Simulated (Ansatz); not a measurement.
`CBCBC` + `C[SeH]` → `CB[Se]C` + `CBC` at 400 K and 1 bar (ligand exchange at a B–C bond).

Isolated molecules relaxed with PBE0-D4/def2-TZVP in Ansatz; ΔE leaves out vibrations. CCSD(T)/CBS adds triple-zeta CCSD(T) − MP2 to the extrapolated MP2 energy (def2 sets, frozen cores). For Se outer-core shells are correlated without core-valence functions, which leaves a few kJ/mol of doubt a bond. Scalar relativity is left out up to krypton. One conformer a species, not always the lowest.

| species | CCSD(T)/CBS energy (Eh) | H − E (kJ/mol) | S (J/(mol·K)) |
| --- | --- | --- | --- |
| `CBCBC` | -169.77212 | 365.3 | 421.2 |
| `C[SeH]` | -2441.15625 | 135.4 | 284.5 |
| `CB[Se]C` | -2505.84508 | 259.9 | 373.7 |
| `CBC` | -105.11307 | 246.9 | 312.0 |

H − E and S are ideal-gas, rigid-rotor, harmonic terms from PBE0-D4/def2-TZVP, for one conformer and one mirror image of each species. 1 Eh = 2625.50 kJ/mol, R = 8.31446 J/(mol·K).

By hand: ΔE, ΔH, ΔS and ΔG.

ΔE = (-2505.84508) + (-105.11307) − (-169.77212) − (-2441.15625) = -0.02978 Eh = -78.2 kJ/mol. Δ(H − E) = 259.9 + 246.9 − 365.3 − 135.4 = 6.1, so ΔH = -72.1 kJ/mol. ΔS = 373.7 + 312.0 − 421.2 − 284.5 = -20.0 J/(mol·K). ΔG = -72.1 − 400 × (-20.0)/1000 = -64.1 kJ/mol.

By hand: the equilibrium constant, and the temperature at which ΔG would vanish if ΔH and ΔS stayed fixed.

log₁₀ K = −ΔG/(RT ln 10) = 8.4. ΔG = 0 at ΔH/ΔS = 3605 K, far beyond where these terms or the molecules hold.

ΔH outweighs TΔS. A doubt of 5 kJ/mol in ΔE shifts log₁₀ K by 0.7 here. Other conformers and mirror images would add mixing entropy, several J/(mol·K) or more a flexible species. Modes under 60 cm⁻¹, often nearly free rotors, make the harmonic entropy too high. These are equilibria of isolated gas molecules and say nothing of rates. Largest T1 diagnostic: 0.012 (customary marks: 0.02 for closed shells, 0.045 for open ones).
